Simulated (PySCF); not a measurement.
Isomers of C6H6FNO, one GFN2-xTB conformer each. Single-point energies are computed at PBE0/pcSseg-1 (PySCF, gas phase, no added dispersion term), electronic only.

Question: Rank them by PBE0/pcSseg-1 energy, lowest first (kJ/mol).
A. `[O:1]=[CH:2][NH:3][C:4]1=[CH:5][CH2:6][C:7]([F:8])=[CH:9]1` with O1–C2–N3–C4 0°, C2–N3–C4–C5 0°
B. `[CH:1]#[C:2]/[C:3](=[CH:4]\[F:5])[C:6](=[O:7])[NH:8][CH3:9]` with C2–C3–C6–O7 180°, C3–C6–N8–C9 180°

Answer: A (0.0), B (137.4).

As drawn, the higher has a C≡C bond, which the lower lacks. GFN2-xTB itself gives, in the same order: 0.0, 155.3. Both levels put the same isomer lowest.

Question: Which frontier levels, dipoles and rotational constants go with these structures?

Answer: 
| SMILES | HOMO (eV, PBE0/pcSseg-1) | LUMO (eV) | dipole (D) | A, B, C (MHz) |
| --- | --- | --- | --- | --- |
| O=CNC1=CCC(F)=C1 | -6.18 | -0.79 | 2.67 | 5340, 886.5, 763.9 |
| C#C/C(=C\F)C(=O)NC | -7.39 | -1.46 | 3.24 | 2606, 1133, 793.8 |
